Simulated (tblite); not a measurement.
C2H8BNSi2.
Cartesian coordinates in Å at the GFN2-xTB level; atoms count from 1:
```
atom  x, y, z in Å
B1    -2.0987   -1.2629   -0.0807
N2    -0.7098   -1.2535   -0.1334
Si3    0.4121    0.0258    0.3077
Si4   -0.2802    2.0892   -0.4733
C5     1.9920   -0.5481   -0.4874
C6     3.0118   -0.8999   -1.0192
H7    -2.6902   -2.2330   -0.3729
H8    -2.6542   -0.2877    0.2607
H9    -0.2635   -2.1107   -0.4264
H10    0.6474   -0.0871    1.7638
H11    0.6559    3.1280   -0.0242
H12   -1.6047    2.4856    0.0125
H13   -0.3223    2.1694   -1.9381
H14    3.9037   -1.2156   -1.4809
```

Level: GFN2-xTB in tblite, geometry and Hessian alike; calculated harmonic values, unscaled, isolated species. The method is semi-empirical: single wavenumbers can be off by several per cent or more. Modes of hydrogen on boron and silicon can be 10 to 20 % off. One conformer, not necessarily the lowest. The optimisation stopped once no atom felt more than 0.01 eV/Å.

Lowest wavenumbers of the output (negative numbers stand for imaginary wavenumbers):
```
mode    cm-1
  1     -39.2
  2      49.9
  3      83.1
  4     110.0
  5     129.6
  6     246.1
  7     269.7
  8     303.7
  9     317.1
 10     428.3
 11     445.7
 12     465.8
 13     612.5
 14     651.4
 15     675.8
```

Q: Is this structure a minimum?

A: Not by this Hessian. 1 mode is imaginary beyond 20i (39i cm⁻¹), so at this level the point lies at or near a first-order saddle. The curvature is small, so loose convergence or finite differences may be the whole cause.

Q: Which atoms move in the imaginary mode?

A: 39i: H13 (Si–H hydrogen) 24 %, H12 (Si–H hydrogen) 21 %, H11 (Si–H hydrogen) 19 %, B1 (three-coordinate boron) 13 %. These are shares of the mass-weighted motion.

Q: What is the remedy?

A: Step along that mode in both directions, optimise again with tighter thresholds and repeat the frequencies. The zero-point energy of this point (55.1 kcal/mol) counts the 35 real modes alone, and thermal corrections from it aren't those of a minimum.
